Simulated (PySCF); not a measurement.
**C₆ coefficients of unlike pairs at r2SCANh**

Calculated with PySCF 2.14 from the dipole response of each species, C₆(A,B) = (3/π) ∫ α_A(iu) α_B(iu) du, in atomic units, from isotropic polarisabilities. For ions this is the dispersion term alone; charge-induced terms of lower order in 1/R come first.

| species | configuration | basis | relativity | α (bohr³) | C₆ (like pair) |
| --- | --- | --- | --- | --- | --- |
| Fe | [Ar] 3d6 4s2 (5D) | aug-cc-pVDZ-DK (7s6p4d2f) | spin-free X2C | 62.68 | 578.4 |
| Cu⁺ | [Ar] 3d10 (1S) | aug-cc-pVTZ-PP with ECP10MDF (6s6p5d3f2g) | core potential | 6.554 | 20.07 |
| Ar | [Ar] (1S) | aug-cc-pV(Q+d)Z with one added diffuse shell each of s, p, d, f, g type (8s7p6d4f3g) | none | 11.34 | 67.71 |
| In²⁺ | [Kr] 4d10 5s1 (2S) | aug-cc-pwCVTZ-DK3 with one added diffuse shell each of s, p, d, f type (11s10p8d5f1g) | spin-free X2C | 15.70 | 77.62 |

(1) Estimate C₆ for Ar with Fe.

No spin-orbit coupling is included.

The other pairs:

| pair | C₆ |
| --- | --- |
| In²⁺, Cu⁺ | 38.89 |
| Cu⁺, Fe | 92.00 |
| In²⁺, Ar | 71.15 |
| Ar, Cu⁺ | 36.24 |
| In²⁺, Fe | 196.5 |

Results:

(1) The integral gives 170.4. The combination rule 2 C_A C_B / (C_A α_B/α_A + C_B α_A/α_B) gives 163.6 and the geometric mean 197.9.
